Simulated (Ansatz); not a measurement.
Computed with Ansatz on PBE0-D4/def2-TZVP structures; ΔE is electronic, products minus reactants. CCSD(T)/CBS is the MP2 limit (def2-TZVPP, def2-QZVPP) plus CCSD(T) − MP2 in def2-TZVPP, frozen cores. Functionals use def2-TZVPP. B3LYP here is the variant with VWN-RPA as its local correlation; programs differ in this. def2 core potentials past Kr. For Mg, Sn outer-core shells are correlated without core-valence functions, which leaves a few kJ/mol of doubt a bond. One conformer a species, not always the lowest.

Consider the substitution at a C–C bond: `C[CH2][Mg][Cl]` + `C[O][SnH]([OH])[Cl]` → `C[O][SnH]([Cl])[O]C` + `[CH3][Mg][Cl]`.

`C[CH2][Mg][Cl]`:

Cartesian coordinates in Å:
```
C -0.347 0.497 -1.059
C -0.121 0.468 0.453
Mg 0.686 -1.290 1.234
Cl 1.538 -3.141 2.050
H -1.037 -0.287 -1.388
H -0.772 1.450 -1.396
H 0.582 0.353 -1.618
H 0.538 1.293 0.748
H -1.067 0.658 0.976
```

`C[O][SnH]([OH])[Cl]`:

Z-matrix (Å, degrees):
```
C
O 1 1.411
H 1 1.093 2 107.7
H 1 1.097 2 112.0 3 118.6
H 1 1.096 2 112.4 3 -119.1
Sn 2 1.945 1 122.2 3 170.4
Cl 6 2.325 2 105.6 1 -40.8
O 6 1.938 2 104.5 1 -157.1
H 6 1.692 2 116.4 1 82.3
H 8 0.961 6 112.7 2 41.2
```

`C[O][SnH]([Cl])[O]C`:

Cartesian coordinates in Å:
```
C -2.000 -1.270 0.134
O -0.645 -1.126 -0.227
Sn 0.034 0.441 -1.160
Cl -1.192 2.241 -0.342
O 1.873 0.609 -0.580
C 2.184 0.667 0.797
H -2.637 -1.476 -0.736
H -2.394 -0.385 0.647
H -2.073 -2.121 0.816
H -0.015 0.367 -2.849
H 1.763 1.560 1.274
H 1.829 -0.218 1.337
H 3.272 0.713 0.888
```

`[CH3][Mg][Cl]`:

Cartesian coordinates in Å:
```
C 0.503 0.652 0.229
Mg -0.713 -0.925 -0.325
Cl -2.003 -2.598 -0.912
H 1.339 0.775 -0.465
H 0.924 0.500 1.227
H -0.050 1.596 0.247
```

Is it downhill or uphill in electronic energy at CCSD(T)/CBS, and by how much? (An estimate is asked.)

The calculation gave: Uphill: ΔE = +7.9 kcal/mol.

What do these levels give: PBE-D4, ωB97M-V, PBE, PBE0, B3LYP, MP2/def2-TZVPP, SCS-MP2/def2-TZVPP, CCSD(T)/def2-TZVPP, HF/def2-QZVPP, SCS-MP2/def2-QZVPP, MP2/CBS(def2), CCSD/CBS(def2)? (Estimate.)

Ansatz gave: PBE-D4 7.7, ωB97M-V 7.6, PBE 8.2, PBE0 8.5, B3LYP 7.3, MP2/def2-TZVPP 8.8, SCS-MP2/def2-TZVPP 8.1, CCSD(T)/def2-TZVPP 7.8, HF/def2-QZVPP 6.3, SCS-MP2/def2-QZVPP 8.1, MP2/CBS(def2) 8.9, CCSD/CBS(def2) 7.9 kcal/mol.

Largest T1 diagnostic among the species: 0.013.

In def2-TZVPP, CCSD(T) changes the Hartree–Fock value by +1.5 kcal/mol (the triples alone add −0.0 kcal/mol) and MP2 by +2.4 kcal/mol. The D4 term adds −0.7 kcal/mol with B3LYP and −0.5 kcal/mol with PBE0; it sums over pairs of atoms, weighted by their polarisabilities, and B3LYP, whose exchange is more repulsive, gets the larger term.
